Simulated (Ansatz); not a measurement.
The lowest singlet and triplet of CH3N (SMILES C=N); geometries from B3LYP-D3(BJ)/def2-TZVP, each state relaxed from the structure named, with no frequency check.
Singlet (charge 0, multiplicity 1):
| atom | x (Å) | y (Å) | z (Å) |
|---|---|---|---|
| C | -0.5574 | 0.1786 | 0.0105 |
| N | 0.6030 | -0.3199 | -0.0120 |
| H | -1.4180 | -0.4908 | 0.0213 |
| H | -0.7786 | 1.2508 | 0.0202 |
| H | 1.3198 | 0.4081 | -0.0201 |
Triplet (charge 0, multiplicity 3):
```xyz
5

C     -0.60122     0.11814    -0.21425
N      0.64856    -0.13392     0.27948
H     -1.29827    -0.71824    -0.24357
H     -1.02815     1.09709    -0.00053
H      1.39382    -0.15026    -0.42679
```

A positive gap puts the triplet lower; no zero-point energy. R- takes a restricted singlet. The triplet is unrestricted in single-reference levels. Active spaces average the two states.

Frozen-core correlation.

Codes used: Ansatz (an electronic-structure program) with Gaussian orbitals. Values without a source in brackets are computed.

R-PBE/def2-TZVPP gives -2.740 eV for the gap E(singlet) − E(triplet), adiabatic.

**Question.** Predict the shift from PBE, with its sign, for: R-r2SCAN/def2-TZVPP, R-PBE0/def2-TZVPP, R-wB97M-V/def2-TZVPP, R-B2PLYP/def2-TZVPP, R-MP2/cc-pVQZ, R-CCSD(T)/cc-pVQZ, SC-NEVPT2 on SA-CASSCF(4,3)/cc-pVQZ, FIC-MRCISD+Q on SA-CASSCF(4,3)/cc-pVTZ.

**Answer.** R-r2SCAN/def2-TZVPP 0.260; R-PBE0/def2-TZVPP 0.102; R-wB97M-V/def2-TZVPP -0.156; R-B2PLYP/def2-TZVPP -0.120; R-MP2/cc-pVQZ -0.473; R-CCSD(T)/cc-pVQZ -0.241; SC-NEVPT2 on SA-CASSCF(4,3)/cc-pVQZ -0.514; FIC-MRCISD+Q on SA-CASSCF(4,3)/cc-pVTZ -0.261 eV. 2 of 8 lie above PBE; the widest gap is to SC-NEVPT2 on SA-CASSCF(4,3)/cc-pVQZ.
